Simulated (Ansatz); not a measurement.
The inner images of a band of Cl5Ta + H2 (8 atoms, charge 0, multiplicity 1) are given out of order.

These are results of Ansatz, RKS PBE0/def2-SVP, not measurements.

Image 0:

```xyz
8
Properties=species:S:1:pos:R:3
Ta -0.180 0.475 0.033
Cl 2.095 0.575 0.241
Cl -0.406 0.875 2.315
Cl 0.047 0.066 -2.247
Cl -1.356 2.379 -0.421
Cl -1.291 -1.510 0.276
H 1.552 -3.144 0.869
H 2.234 -2.808 0.880
```

Image 6:

```xyz
8
Properties=species:S:1:pos:R:3
Ta -0.450 -0.331 0.153
Cl 2.589 0.218 0.364
Cl -0.364 -0.239 2.465
Cl 0.087 -1.034 -1.987
Cl -0.113 1.927 -0.216
Cl -2.624 -0.977 0.048
H 0.607 -1.665 0.499
H 2.965 -0.990 0.619
```

Q: Put them in order from the first end to the last, with their energies above the first end.
A.
```xyz
8
Properties=species:S:1:pos:R:3
Ta 0.000 -0.091 0.173
Cl 2.268 0.693 0.303
Cl -0.065 -0.387 2.477
Cl 0.374 -0.935 -1.956
Cl -0.707 2.019 -0.163
Cl -2.077 -1.163 0.105
H 1.172 -1.893 0.510
H 1.732 -1.336 0.497
```
B.
```xyz
8
Properties=species:S:1:pos:R:3
Ta 0.032 0.069 0.149
Cl 2.233 0.839 0.241
Cl 0.053 -0.075 2.468
Cl 0.473 -0.710 -1.995
Cl -1.024 2.019 -0.227
Cl -1.773 -1.400 0.192
H 1.041 -2.140 0.604
H 1.661 -1.696 0.513
```
C.
```xyz
8
Properties=species:S:1:pos:R:3
Ta -0.041 0.239 0.098
Cl 2.199 0.814 0.226
Cl -0.063 0.283 2.420
Cl 0.393 -0.494 -2.064
Cl -1.175 2.131 -0.346
Cl -1.605 -1.464 0.234
H 1.167 -2.490 0.738
H 1.821 -2.111 0.639
```
D.
```xyz
8
Properties=species:S:1:pos:R:3
Ta -0.107 0.345 0.066
Cl 2.169 0.618 0.251
Cl -0.259 0.617 2.373
Cl 0.208 -0.188 -2.177
Cl -1.258 2.243 -0.387
Cl -1.409 -1.538 0.266
H 1.354 -2.794 0.801
H 1.999 -2.395 0.753
```
E.
```xyz
8
Properties=species:S:1:pos:R:3
Ta -0.186 -0.309 0.179
Cl 2.492 0.365 0.363
Cl -0.159 -0.392 2.490
Cl 0.288 -1.039 -1.965
Cl -0.318 1.946 -0.171
Cl -2.331 -1.062 0.073
H 1.016 -1.657 0.494
H 1.893 -0.944 0.482
```

A: D (+0.03 eV), C (+0.07 eV), B (+0.09 eV), A (+0.46 eV), E (+1.14 eV).

Time of the run: 5 min on 4 threads of Arm Neoverse V1 (shared host), peak memory 0.36 GiB.
